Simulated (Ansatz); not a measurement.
CH3ClSi, SMILES `C[Si]Cl` (excited triplet) (charge 0, multiplicity 3). This triplet is an excited state, 1.63 eV above the relaxed singlet at the level frozen-core CCSD(T)/cc-pVTZ // B3LYP-D3(BJ)/def2-TZVP (Ansatz, a program for electronic structure).

All values below come from LDA/cc-pVTZ // B3LYP-D3(BJ)/def2-TZVP run with Ansatz.

Ansatz 0.2 input:
```yaml
crystal:
  periodic: [false, false, false]
  atoms:
    - { symbol: C, position_ang: [-0.675673, 0.044841, -0.012342] }
    - { symbol: Si, position_ang: [0.977234, -0.771223, -0.486188] }
    - { symbol: Cl, position_ang: [2.676966, 0.146015, 0.279429] }
    - { symbol: H, position_ang: [-0.793181, 0.035017, 1.071957] }
    - { symbol: H, position_ang: [-1.485288, -0.524621, -0.468895] }
    - { symbol: H, position_ang: [-0.70006, 1.069972, -0.383959] }
basis:
  gaussian: { orbitals: cc-pVTZ }
hamiltonian:
  xc: lda
magnetization:
  spin_polarized: true
  initial_magnetization: 2
```

Output:

```
Functional definition: SPW92
892 factors; their error is unknown
mean field evaluation 1: about -21394.1838 eV, gradient 4.5e1 eV
mean field evaluation 2: about -21369.0625 eV, gradient 7.0e1 eV
mean field evaluation 4: about -21403.4325 eV, gradient 7.2e0 eV
mean field evaluation 8: about -21403.6964 eV, gradient 1.3e-1 eV
mean field evaluation 16: about -21403.6598 eV, gradient 6.7e-5 eV
mean field -21403.65978033 eV, -786.5699890055 hartree, gradient 2.3e-5 eV, S^2 2.001600; 0 other end points of the search recorded, 0 dependent functions left out
reference -21403.65981196 eV, -786.5699901679 hartree; 21, 19 occupied and 119, 121 virtual orbitals, 892 factors
Total energy: -21403.65981196 eV, -786.5699901679 hartree
```
